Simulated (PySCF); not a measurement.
EPR parameters of C8H6Cl

C₈H₆Cl (doublet state).
SMILES with atom numbers: `[CH3:1][C:2]#[C:3][C:4]1=[CH:5][CH:6][C:7]([Cl:8])=[CH:9]1` (hydrogens: H10, H11, H12 on C1; H13 on C5; H14 on C6; H15 on C9)

Computed, not measured: PySCF, UKS B3LYP, pcH-1 on C Cl H, non-relativistic, mean-field spin-orbit, GIAO. Isolated species at its GFN2-xTB geometry, gas phase. Couplings are sensitive to structure, and on GFN2-xTB geometries they can be far from those on DFT ones. Stability of the SCF solution: not tested.

* g1, g2, g3: 2.00194, 2.00514, 2.00658
* g_iso: 2.00455
* Form of g: rhombic: the two nearest values differ by 31 % of g3 − g1
* ⟨S²⟩: 0.7698 (exact 0.7500)
* α and β electrons: 36, 35
* HOMO–LUMO gap, α and β orbitals: 5.79, 2.39 eV
* Total energy: -768.57112 Eh

Hyperfine couplings atom by atom, in mT; T1 to T3 are the principal values of the dipolar part (MHz turned into mT with g_iso):

```tsv
atom	isotope	a_iso	of which spin–orbit	T1	T2	T3	Mulliken spin population
C1	13C	-0.41	0.00	-0.03	0.01	0.02	-0.03
C2	13C	0.91	0.00	-0.97	-0.76	1.73	0.32
C3	13C	-1.38	0.00	-0.38	-0.06	0.44	-0.14
C4	13C	1.23	0.00	-1.25	-1.21	2.46	0.42
C5	13C	-0.31	0.00	-0.25	-0.23	0.48	0.06
C6	13C	-0.11	0.00	-0.35	-0.32	0.67	0.10
C7	13C	1.20	0.01	-1.17	-1.11	2.28	0.35
Cl8	35Cl	0.14	0.00	-0.65	-0.49	1.13	0.06
C9	13C	-1.10	0.00	-0.71	0.35	0.36	-0.17
H10	1H	0.81	0.00	-0.07	-0.05	0.12	0.01
H11	1H	0.34	0.00	-0.06	-0.05	0.11	0.00
H12	1H	1.79	0.00	-0.08	-0.04	0.12	0.02
H13	1H	-0.25	0.00	-0.16	-0.09	0.25	0.00
H14	1H	-0.33	0.00	-0.21	-0.08	0.30	-0.01
H15	1H	0.26	0.00	-0.12	-0.02	0.14	0.01
```

The Mulliken spin populations are largest on C4 (+0.42), C7 (+0.35), C2 (+0.32) and C9 (-0.17). Three atoms exceed +0.15. The positive populations add up to 1.34 and the negative ones to -0.34, together 2S = 1.

C6, the radical centre as drawn in `CC#CC1=C[CH]C(Cl)=C1`, holds a spin population of +0.10 out of 1.

Axes: g2 points within 3° of the C4–C5 bond and g3 points within 5° of the C7–Cl8 bond.

Under fast tumbling the dipolar parts average out, and these isotropic splittings remain: 3 × 1H (H10/H11/H12, I = 1/2, 4 lines) with 0.98 mT, 1 × 1H (H14, I = 1/2, 2 lines) with 0.33 mT, 1 × 1H (H15, I = 1/2, 2 lines) with 0.26 mT, 1 × 1H (H13, I = 1/2, 2 lines) with 0.25 mT and 1 × 35Cl (Cl8, I = 3/2, 4 lines) with 0.14 mT.

Class means assume fast exchange of nuclei equivalent by connectivity; if that motion is slow, each nucleus keeps its own coupling. The three 1H nuclei of mean +27.5 MHz run from 9.5 to 50.3 MHz in the frozen geometry.

Main isotope only: 35Cl (natural samples also hold 24 % 37Cl, magnetic too, which adds its own pattern).

The 13C coupling of C3 (-38.8 MHz) shows only in satellite lines or after enrichment, since that isotope makes up about 1.07 % of natural carbon.
